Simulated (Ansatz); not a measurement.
Basis-set extrapolation for C$_{2}$H$_{10}$N$_{2}$Si (`CN[SiH](C)N`) (PBE0-D4/def2-TZVP geometry, frozen core, Ansatz). Multiplicity 1, RHF reference.

```json
{"": "HF", "def2-TZVPP": "-479.549204", "def2-QZVPP": "-479.568290"}
{"": "MP2 correlation", "def2-TZVPP": "-0.910093", "def2-QZVPP": "-0.972787"}
{"": "CCSD(T) correlation", "def2-TZVPP": "-0.998736", "def2-QZVPP": "not run"}
```

Energies in hartree. Use E(X) = E(∞) + A·exp(−7.88·√X) for Hartree–Fock and E(X) = E(∞) + B·X^(−2.97) for correlation, with X = 3 and 4, and add CCSD(T) minus MP2 of the smaller set to the MP2 limit.

Problem. What is the CCSD(T) energy at the basis-set limit?

Solution. HF limit: -479.568290 + (-0.019086) × 0.13774 = -479.57092. MP2 limit: -0.972787 + (-0.062694) × 0.74074 = -1.01923. Higher-order term: -0.998736 − (-0.910093) = -0.08864. Total: -480.67879 hartree, 343.5 kJ/mol below CCSD(T)/def2-TZVPP.
